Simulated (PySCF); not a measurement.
## How methods differ on the excitation energy of P⁺

P⁺ [Ne] 3s2 3p2 (3P) → P⁺ [Ne] 3s2 3p1 4s1 (3P), as a difference of total energies. Calculation: PySCF 2.14, in dyall-acv3z (19s12p6d4f, 113 functions); the spin-free X2C one-electron Hamiltonian (Gaussian nucleus). Correlated levels: valence: [Ne] frozen; virtual orbitals above 40 to 60 times the deepest correlated orbital energy dropped. The calculations carry no spin-orbit coupling.

| method | excitation energy (cm⁻¹) |
| --- | --- |
| UHF | 84705 |
| MP2 (valence) | 86151 |
| SCS-MP2 (valence) | 85898 |
| CCSD (valence) | 86252 |
| CCSD(T) (valence) | 86266 |

Errors of the correlated levels include the incompleteness of this basis and the frozen core.

For comparison: 86624 cm⁻¹ (measured; NIST levels, between the centres of gravity of the two terms).
